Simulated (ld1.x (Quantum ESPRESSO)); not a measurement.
**Varying the TM potential for selenium**

Base potential:

Se (Z = 34), norm-conserving Troullier–Martins (Kleinman–Bylander form), made with ld1.x (Quantum ESPRESSO) 7.5 (LDA (PZ), scalar-relativistic). Core [Ar], reference 3d10 4s2 4p4. Waves: 4s (bound): rc 1.25 bohr; 4p (bound): rc 1.55 bohr; 3d (bound): rc 1.10 bohr. Local part: all-electron potential smoothed inside 1.45 bohr (lloc = -1). Core correction: a·sin(br)/r model core inside 0.55 bohr.

All-electron outer shells of the reference configuration (LDA (PZ), scalar-relativistic, ld1.x):

| shell | level (eV) | outermost node (bohr) | outermost maximum (bohr) |
| --- | --- | --- | --- |
| 3s | -212.67 | 0.24 | 0.50 |
| 3p | -152.70 | 0.21 | 0.50 |
| 3d | -53.39 | – | 0.45 |
| 4s | -17.49 | 0.70 | 1.51 |
| 4p | -6.66 | 0.74 | 1.80 |

Cutoffs, loose and tight: the cutoffs (Ry, on a coarse ladder) from which the occupation-weighted sum of valence levels, in a spherical-Bessel basis at the reference potential, stays within 10 and 1 mRy of its value at 400 Ry. They do not see the model core or the augmentation charge, which bear on the density cutoff. Test errors are all-electron minus pseudo excitation energies from the reference, over the configurations 3d10 4s2 4p3; 3d10 4s2 4p2; 3d10 4s2 4p1; 3d10 4s2 4p4.3; 3d10 4s1 4p4; 3d10 4s2 4p3.5; 3d9 4s2 4p4 (two spin-polarised tests are not counted in the largest error). A dash means not determined; rows that change the core or the reference have their own tests. The largest error is taken over the tests solved by every variant that gives reliable tests at all: 3d10 4s1 4p4; 3d10 4s2 4p1; 3d10 4s2 4p2; 3d10 4s2 4p3; 3d10 4s2 4p3.5; 3d10 4s2 4p4.3; 3d9 4s2 4p4.

A true bound ghost makes a file unfit for plane-wave use even where its test errors are small: the radial tests pick states by their node count and pass the ghost by.

On the changes marked as counting shells twice: ld1.x takes every shell without a wave as core, so the model core holds the marked electrons as well and exchange and correlation see them twice. This cancels in the reference configuration, but the file is broken for other ones, and its errors say nothing about a proper core correction.

| change | outcome | cutoff, loose | cutoff, tight | bound ghosts | largest test error (meV) |
| --- | --- | --- | --- | --- | --- |
| base | generated | 260 Ry | over 300 Ry | none | -114 |
| local potential all-electron potential smoothed inside 1.08 bohr (lloc = -1) | generated | 260 Ry | over 300 Ry | s | -447 |
| wave 3d (bound): rc 1.10 bohr becomes 3d (bound): rc 0.86 bohr | generated | over 300 Ry | over 300 Ry | none | -334 |
| core correction a·sin(br)/r model core inside 1.12 bohr | generated | 260 Ry | over 300 Ry | none | -55 |
| wave 4p (bound): rc 1.55 bohr becomes 4p (bound): rc 1.38 bohr | generated | 260 Ry | over 300 Ry | none | +48 |
| core [Ne] 3s2, valence charge 22; reference 3p6 3d10 4s2 4p4; waves now 4s (bound): rc 1.10 bohr; 3p (bound): rc 0.90 bohr; 3d (bound): rc 1.10 bohr; local potential all-electron potential smoothed inside 1.00 bohr (lloc = -1); core correction a·sin(br)/r model core, default radius (core density twice the valence density) (4p counted twice) | generated | 260 Ry | over 300 Ry | s | -974 |
| local potential all-electron potential smoothed inside 1.40 bohr (lloc = -1) | generated | 260 Ry | over 300 Ry | none | +50 |
| functional PBE | generated | 260 Ry | over 300 Ry | none | -256 |

Problem. What comes out with this change to the base: reference 3d10 4s2 4p2?

Solution. outcome: generated; cutoff, loose: 260 Ry; cutoff, tight: over 300 Ry; bound ghosts: none; largest test error (meV): -684 over the solved tests; 2 of 9 tests not solved or not reliable.
